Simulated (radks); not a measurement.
W, 74 electrons, occupied as [Xe] 4f14 5d4 6s2.

Method: scalar-relativistic Kohn-Sham, PBE, spin-unpolarised, spherical densities, point nucleus; computed with a radial shooting solver on a logarithmic mesh with Libxc functionals.

Energy parts (eV):
total: -439260.17
kinetic: 484098.88
electron-nucleus: -1086180.04
Hartree: 171601.62
exchange-correlation: -8780.63

Orbitals (lengths in bohr, moments of r in powers of bohr):
| orbital | occ. | eigenvalue (eV) | <r^2> | <r^4> |
|---|---|---|---|---|
| 1s | 2 | -69498.33 | 0.0004628 | 5.812e-07 |
| 2s | 2 | -11995.12 | 0.007118 | 0.00008746 |
| 2p | 6 | -10489.14 | 0.005892 | 0.00006873 |
| 3s | 2 | -2762.561 | 0.04621 | 0.003216 |
| 3p | 6 | -2316.662 | 0.04698 | 0.003462 |
| 3d | 10 | -1804.179 | 0.03897 | 0.002676 |
| 4s | 2 | -569.9164 | 0.2281 | 0.07548 |
| 4p | 6 | -423.6841 | 0.2599 | 0.1007 |
| 4d | 10 | -238.4301 | 0.3030 | 0.1482 |
| 5s | 2 | -79.0733 | 1.279 | 2.416 |
| 5p | 6 | -43.2021 | 1.772 | 4.870 |
| 4f | 14 | -33.2068 | 0.4644 | 0.5167 |
| 6s | 2 | -5.7130 | 11.54 | 216.8 |
| 5d | 4 | -4.4803 | 5.281 | 60.90 |

The highest occupied level is 5d at -4.480 eV. The density falls to 0.001 e/bohr^3 at r = 4.79 bohr. For comparison, the ionisation energy in NIST's Atomic Spectra Database is 7.864 eV (measured). In exact Kohn-Sham theory the highest level is minus the ionisation energy, but local and semilocal functionals leave it too shallow, through self-interaction and a potential that decays too fast; potentials with the right tail come closer.

Beside tabulated values, note that spin-unpolarised runs miss the spin-polarisation part of the exchange energy of open shells.
